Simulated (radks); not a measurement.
Neutral chromium inside a hard spherical wall (all orbitals vanish at R), configuration held at [Ar] 3d5 4s1 and not refilled when levels cross. Calculated with a radial shooting solver on a logarithmic mesh with Libxc functionals: scalar-relativistic Kohn-Sham, LDA (Slater exchange, VWN5 correlation), spin-polarised, spherical densities, point nucleus; open shells are filled with parallel spins first. Eigenvalues in eV for spin up, with the zero of energy where the potential of the charges vanishes at infinity; a dash marks a level that is unbound or too diffuse for the functional's potential to be trusted. A positive occupied level is held by the wall or, in an anion where self-interaction has pushed it up, behind a barrier. The pressure on the wall is -dE/dV.

| R (bohr) | E (hartree) | kinetic (hartree) | e(3s) | e(3p) | e(4s) | e(3d) | e(4p, empty) | e(5s, empty) | pressure (GPa) |
|---|---|---|---|---|---|---|---|---|---|
| free | -1048.67813 | 1058.770 | -74.349 | -46.135 | -4.637 | -3.890 | -1.296 | -0.023 | 0 |
| 20 | -1048.67813 | 1058.770 | -74.349 | -46.135 | -4.637 | -3.890 | -1.296 | 0.117 | < 0.0001 |
| 15 | -1048.67813 | 1058.770 | -74.349 | -46.135 | -4.636 | -3.889 | -1.291 | 0.395 | < 0.0001 |
| 6 | -1048.64724 | 1058.942 | -73.192 | -44.991 | -3.446 | -2.827 | 1.010 | 12.250 | 2.22 |
| 5 | -1048.58331 | 1059.215 | -71.761 | -43.587 | -1.644 | -1.508 | 3.699 | 22.226 | 10.2 |
| 4 | -1048.36668 | 1060.001 | -68.533 | -40.449 | 3.415 | 1.575 | 10.499 | 44.485 | 56.8 |
| 3.5 | -1048.08485 | 1060.942 | -65.555 | -37.565 | 9.243 | 4.591 | 17.829 | 66.363 | 152 |
| 3 | -1047.47765 | 1062.924 | -60.811 | -32.939 | 20.629 | 9.739 | 31.429 | 104.06 | 466 |
| 2.5 | -1045.98983 | 1067.824 | -52.478 | -24.578 | 45.192 | 19.519 | 59.064 | 174.81 | 1760 |
| 1.5 | -1025.18314 | 1129.521 | 14.675 | 46.666 | 280.00 | 98.021 | 295.41 | 703.06 | 65400 |
